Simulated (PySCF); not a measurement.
How methods differ on the ionisation energy of Mo³⁶⁺

Mo³⁶⁺ [He] 2s2 2p2 (3P) → Mo³⁷⁺ [He] 2s2 2p1 (2P), as a difference of total energies. Computed with PySCF 2.14 in an even-tempered Gaussian basis (17 s from 13 bohr⁻², ratio 2.2; 10 p from 17 bohr⁻², ratio 2.2; 6 d from 68 bohr⁻², ratio 2.4; 5 f from 100 bohr⁻², ratio 2.4; 4 g from 150 bohr⁻², ratio 2.4), with no relativity, point nucleus. Correlated levels: nothing frozen; virtual orbitals above 40 to 60 times the deepest correlated orbital energy dropped. The calculations carry no spin-orbit coupling.

```
                 method  ionisation energy (eV)
                    UHF                  4977.3
                    LDA                  4973.9
                    PBE                  4976.1
                   PBE0                  4976.7
                 r2SCAN                  4979.3
                  M06-L                  4978.7
                 M06-2X                  4977.1
    MP2 (all electrons)                  4976.2
SCS-MP2 (all electrons)                  4975.7
```

Spin-orbit coupling is strong in these open shells (close to jj coupling). The scalar numbers leave it out and a first-order estimate fails, so it can dominate the gap to the real levels.

The gap to the reference is mostly relativistic.

For comparison: 5084 ± 6 eV (semi-empirical (NIST evaluation); NIST Atomic Spectra Database, ionization energies).
